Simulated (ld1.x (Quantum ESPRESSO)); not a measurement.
What one change does to a pseudopotential (lithium (Li), TM)

ld1.x (Quantum ESPRESSO) 7.5 input, shortened:

```
&input
   title='Li', zed=3., rel=0, dft='WC', iswitch=3,
   config='[He] 2s1 2p0 3d-2'
 /
 &inputp
   pseudotype=2, tm=.true., lloc=0,
   nlcc=.false.
 /
3
2P  2  1   0.00   0.00  4.20  4.20  0.0
3D  3  2  -2.00  -0.05  4.55  4.55  0.0
1S  1  0   2.00   0.00  0.65  0.65  0.0
 &test
   configts(1)='1s2 2s1 2p0'
 /
```

Occupied shells without a wave of their own: 2s. They enter only through the test configuration that unscreens the potential.

Change: functional PBE.

Cutoffs: the cutoffs (Ry, on a coarse ladder) from which the occupation-weighted sum of valence levels, in a spherical-Bessel basis at the reference potential, stays within 10 and 1 mRy of its value at 400 Ry; they do not see the model core or the augmentation charge, which bear on the density cutoff. Errors are all-electron minus pseudo energies relative to the spin-unpolarised reference configuration.

What does the change do?

A bound ghost appears in d, which as a rule spoils a file; of the 4 tests that both files solve, the error grows in 1 and shrinks in 0 by more than 15 % and 0.3 meV (median size 9.3 → 10.2 meV).

```csv
quantity,base,changed
"cutoff, loose",180 Ry,180 Ry
"cutoff, tight",over 300 Ry,over 300 Ry
bound ghosts,none,d
"error for 1s2 2s0 2p0, meV [ΔE 5.19 → 5.30 eV]",+13,+15
"error for 1s2 2s0.5 2p0, meV [ΔE 2.01 → 2.05 eV]",+5.1,+5.6
"error for 1s2 2s0 2p1, meV [ΔE 1.77 → 1.79 eV]",+5.3,+5.1
"error for 1s1 2s1 2p0, meV [ΔE 68.10 → 68.40 eV]",+91,+88
s: phases at 4.93 bohr within 0.05 rad from the reference energy up to (Ry; the scan ends near 5),2.7,2.6
p: phases at 4.93 bohr within 0.05 rad from the reference energy up to (Ry; the scan ends near 5),0.5,0.5
d: phases at 4.93 bohr within 0.05 rad from the reference energy up to (Ry; the scan ends near 5),1.3,1.3
```

 A true bound ghost makes a file unfit for plane-wave use even where its test errors are small: the radial tests pick states by their node count and pass the ghost by.
